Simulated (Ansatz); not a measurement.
Geometry optimisation, RHF/def2-SVP (Ansatz).

Input file:

```yaml
crystal:
  periodic: [false, false, false]
  atoms:
    - { symbol: Ga, position_ang: [0.05219, -0.502292, -0.485004] }
    - { symbol: Cl, position_ang: [-0.067185, -0.018694, 2.917575] }
    - { symbol: H, position_ang: [1.375316, 0.314259, -0.575212] }
    - { symbol: H, position_ang: [-1.376512, -0.064106, -0.933539] }
    - { symbol: S, position_ang: [0.302381, -2.616149, 0.287756] }
    - { symbol: H, position_ang: [-0.965682, -3.01311, 0.152835] }
    - { symbol: H, position_ang: [0.201392, -1.247508, 2.499789] }
basis:
  gaussian: { orbitals: def2-SVP }
hamiltonian:
  xc: hf
relax:
  f_tol: 0.03
  max_steps: 50
```

Launched with:

```bash
$ ansatz run input.yaml --threads 1 --pin off --max-ram 2048MiB --backend cpu --events-out ev --progress --plain --runs-dir out
```

Problem. Where does it end, and by what steps?

Solution. The run converged. After 7 steps the energy has fallen by 0.059 eV; H7 moved furthest, 0.29 Å.

```json
{"step": "0", "energy less start (eV)": "0.0000", "largest force component (eV/Å)": "1.274", "accepted": "yes"}
{"step": "1", "energy less start (eV)": "-0.0249", "largest force component (eV/Å)": "1.095", "accepted": "yes"}
{"step": "2", "energy less start (eV)": "-0.0263", "largest force component (eV/Å)": "0.442", "accepted": "yes"}
{"step": "3", "energy less start (eV)": "-0.0362", "largest force component (eV/Å)": "0.939", "accepted": "yes"}
{"step": "4", "energy less start (eV)": "-0.0529", "largest force component (eV/Å)": "0.126", "accepted": "yes"}
{"step": "5", "energy less start (eV)": "-0.0479", "largest force component (eV/Å)": "0.125", "accepted": "no"}
{"step": "6", "energy less start (eV)": "-0.0585", "largest force component (eV/Å)": "0.051", "accepted": "yes"}
{"step": "7", "energy less start (eV)": "-0.0589", "largest force component (eV/Å)": "0.026", "accepted": "yes"}
```

```xyz
7
Properties=species:S:1:pos:R:3
Ga 0.064 -0.534 -0.448
Cl -0.103 0.064 2.769
H 1.387 0.282 -0.592
H -1.383 -0.042 -0.782
S 0.327 -2.695 0.091
H -0.962 -3.046 0.049
H 0.191 -1.178 2.776
```

Whether the end is a true minimum wasn't checked by a vibrational analysis.

The run took 18 s on 1 thread of Arm Neoverse V1, on a shared host, peak memory 0.18 GiB.
